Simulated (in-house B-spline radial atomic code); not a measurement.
Relativistic effects in Tc6+, [Kr] 4d1: non-relativistic Hartree-Fock (point nucleus) against Dirac-Hartree-Fock (Fermi nucleus of rms radius 4.41117 fm), both averages of the configuration, computed with a radial B-spline atomic code at the basis-set limit.

```tsv
orbital	ε NR (Eh)	ε Dirac (Eh)	<r> NR (bohr)	<r> Dirac (bohr)	change of <r> (%)
1s1/2	-761.23	-781.33	0.03544	0.03427	-3.3
2s1/2	-112.28	?	0.1544	?	?
2p1/2	-103.62	-107.82	0.1325	0.1272	-4.0
2p3/2	-103.62	-103.45	0.1325	0.1318	-0.6
3s1/2	-23.293	-24.216	0.4239	0.4121	-2.8
3p1/2	-19.862	-20.617	0.4186	0.4066	-2.9
3p3/2	-19.862	-19.857	0.4186	0.4166	-0.5
3d3/2	-13.601	-13.523	0.3966	0.3952	-0.3
3d5/2	-13.601	-13.379	0.3966	0.3986	+0.5
4s1/2	-6.0815	-6.2444	1.051	1.029	-2.2
4p1/2	-4.896	-5.0133	1.121	1.097	-2.1
4p3/2	-4.896	-4.8865	1.121	1.119	-0.2
4d3/2	-3.2694	?	1.319	?	?
4d5/2	-3.2694	-3.2333	1.319	1.33	+0.9
```

(1) What happens to 4d3/2?

(2) What happens to 2s1/2?

(3) What explains the pattern of contraction and expansion?

(4) By how much does the total energy change?

Answers

(1) Its energy goes to -3.2489 hartree and <r> to 1.322 bohr (+0.25 %).

(2) Its energy goes to -117.06 hartree and <r> to 0.1489 bohr (-3.52 %).

(3) Expansion is seen in 3d5/2, 4d3/2, 4d5/2. The s and p1/2 orbitals contract directly, screen the nucleus better, and so push out orbitals that have little density near the nucleus; spin-orbit coupling adds to this for j = l + 1/2 and opposes it for j = l - 1/2.

(4) By -79.566 hartree, from -4196.688 to -4276.254.
